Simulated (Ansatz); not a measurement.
Program: Ansatz. Geometries: PBE0-D4/def2-TZVP. ΔE: electronic, gas phase. CBS: MP2 limit from def2 TZ/QZ plus the TZ coupled-cluster correction, frozen cores. This one scheme is used for every species. DFT in def2-TZVPP. One conformer a species, not always the lowest.

Reaction (substitution at a C–C bond): `CC(C)F` + `BN` → `BNC(C)F` + CH₄

| level | ΔE (kJ/mol) |
| --- | --- |
| revPBE | 0.8 |
| PBE0 | 0.9 |

(1) What does CCSD(T)/CBS give? (Estimate.)

Largest T1 diagnostic among the species: 0.012.

## Answers

(1) The calculation gave: +1.6 kJ/mol. The listed levels differ from it by -0.8, -0.7 kJ/mol.

At CCSD(T), def2-SVP lies −7.4 kJ/mol from the extrapolated value and def2-TZVPP −2.0 kJ/mol. Leaving LDA and LC-ωPBE aside and taking each functional with its dispersion term where it has one, the values, not all of them listed here, spread over 3.9 kJ/mol, from BLYP-D4 to PBE-QIDH. LDA lies −3.7 kJ/mol from PBE without D4.
